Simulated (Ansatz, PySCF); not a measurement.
Species: sum formula BBrCl, net charge 0, doublet state. It need not be the lowest isomer of its formula. 
Geometry from a B3LYP-D3(BJ)/def2-TZVP (Ansatz, a first-principles code) optimisation:
```
B
Cl 1 1.7224
Br 1 1.8945 2 126.07
```
Charge 0, spin multiplicity 2.

Total electronic energies in hartree. Cores are frozen in the correlated levels unless marked. Open shells are spin-unrestricted. Spin-orbit coupling is left out. The frozen core is the preceding noble-gas configuration, with the filled d and f shells of earlier blocks. No relativistic terms. CBS(X,Y): correlation extrapolated as X^-3; Hartree-Fock from the larger set. The bracket is a focal-point correction in the basis named.

| level | program | energy (Eh) |
|---|---|---|
| HF/STO-3G | Ansatz | -3023.62141 |
| RI-HF/def2-QZVPP | Ansatz | -3056.69613 |
| SVWN5/def2-TZVPD | Ansatz | -3053.92157 |
| PBE-D4/def2-TZVPD | Ansatz + dftd4 | -3058.61556 |
| BLYP-D4/def2-TZVPD | Ansatz + dftd4 | -3059.24489 |
| BP86/def2-TZVPD | PySCF | -3059.53910 |
| TPSS-D3(BJ)/def2-TZVPD | PySCF + dftd3 | -3059.16504 |
| B3LYP-D3(BJ)/def2-TZVPD | Ansatz + dftd3 | -3059.27420 |
| PBE0/def2-QZVPP | Ansatz | -3058.80811 |
| r2SCANh/def2-TZVPD | Ansatz | -3059.16463 |
| r2SCAN0/def2-TZVPD | Ansatz | -3059.16103 |
| PW6B95-D4/def2-TZVPD | PySCF + dftd4 | -3060.75058 |
| LC-wPBE-D4/def2-TZVPD | Ansatz + dftd4 | -3058.71905 |
| wB97X-V/def2-TZVPD | Ansatz | -3058.90957 |
| B2GP-PLYP/def2-TZVPD | Ansatz | -3058.45210 |
| MP2/CBS(def2-TZVPP,def2-QZVPP) | Ansatz | -3057.1878 |
| SCS-MP2/def2-SVP | Ansatz | -3056.43508 |
| SCS-MP2/def2-TZVPP | Ansatz | -3057.04299 |
| CCSD/def2-TZVPP | Ansatz | -3057.08592 |
| CCSD(T)/6-31G | Ansatz | -3056.32750 |
| CCSD(T)/6-31G* | Ansatz | -3056.62439 |
| RI-MP2/CBS(def2-TZVPP,def2-QZVPP)+[CCSD(T)-MP2]/def2-QZVPP | Ansatz | -3057.2424 |
| CCSD(T)/CBS(def2-TZVPP,def2-QZVPP) | Ansatz | -3057.2429 |

Totals of different functionals don't rank their quality; only differences between species are comparable.
